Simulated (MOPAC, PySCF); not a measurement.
H4Ge, SMILES `[GeH4]`, neutral singlet in the gas phase. 

Cartesian coordinates (Å):
SMILES: [GeH4]
```xyz
5

Ge     0.0000     0.0000     0.0000
H     -0.2678    -0.7470     1.3241
H     -0.2049     1.5150     0.2134
H      1.4512    -0.2638    -0.4553
H     -0.9785    -0.5042    -1.0822
```
Charge 0, spin multiplicity 1.

All levels are single points at this geometry (PBE-D3(BJ)/def2-TZVP); Pople sets use spherical d functions. Orbital energies aren't observables, and empty levels follow the basis.

```
level                                     HOMO (eV)  LUMO (eV)  gap (eV)  dipole (D)  vertical IE, Delta-SCF (eV)
----------------------------------------  ---------  ---------  --------  ----------  ---------------------------
PBE-D3(BJ)/def2-TZVP in PySCF                 -8.33       0.11      8.45        0.00                        11.87
B3LYP/6-311+G** (LANL2DZ on Ge) in PySCF      -9.47       0.90     10.37        0.00                            –
B3LYP/LANL2DZ in PySCF                        -9.52       1.64     11.16        0.00                            –
BP86/6-31G* in PySCF                          -8.39       0.97      9.36        0.00                            –
SVWN5/6-31G* in PySCF                         -8.29       0.88      9.17        0.00                            –
HF/3-21G in PySCF                            -12.77       4.90     17.67        0.00                            –
HF/6-31G* in PySCF                           -12.78       4.38     17.16        0.00                        12.08
HF/STO-3G in PySCF                           -11.17      13.73     24.90        0.00                            –
PM3 in MOPAC                                 -12.27       0.43     12.70        0.00                            –
```
